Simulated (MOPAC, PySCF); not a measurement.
C3H4O, SMILES `C=C[C]O` (lower singlet; C–C–C–O torsion -180°, C–C–O–H torsion 0°), neutral singlet in the gas phase. This singlet lies 0.62 eV below the relaxed triplet at the level B3LYP/cc-pVTZ // PBE0-D3(BJ)/def2-TZVP (Ansatz).

Cartesian coordinates (Å):
```xyz
8

C     -1.4005    -0.0516    -0.0826
C     -0.0928     0.1933    -0.0060
C      0.8346    -0.9317     0.0493
O      2.0755    -0.5374     0.1230
H     -1.7439    -1.0800    -0.1026
H     -2.1408     0.7394    -0.1261
H      0.2827     1.2278     0.0156
H      2.1851     0.4401     0.1294
```
Charge 0, multiplicity 1.

All levels are single points at this geometry (PBE0-D3(BJ)/def2-TZVP); Pople sets use spherical d functions. Orbital energies aren't observables, and empty levels follow the basis.

BP86/6-31G* in PySCF gives HOMO (eV) = -4.35.

### Question
Estimate the HOMO (eV) from each of these levels: PBE0-D3(BJ)/def2-TZVP in PySCF; B3LYP/3-21G in PySCF; B3LYP/6-31G* in PySCF; PBE/6-31G* in PySCF; SVWN5/6-31G* in PySCF; HF/6-31G* in PySCF; PM3 in MOPAC; PM6 in MOPAC.

### Answer

```csv
level,HOMO (eV)
PBE0-D3(BJ)/def2-TZVP in PySCF,-6.13
B3LYP/3-21G in PySCF,-5.17
B3LYP/6-31G* in PySCF,-5.42
PBE/6-31G* in PySCF,-4.22
SVWN5/6-31G* in PySCF,-4.24
HF/6-31G* in PySCF,-9.34
PM3 in MOPAC,-9.57
PM6 in MOPAC,-9.67
```
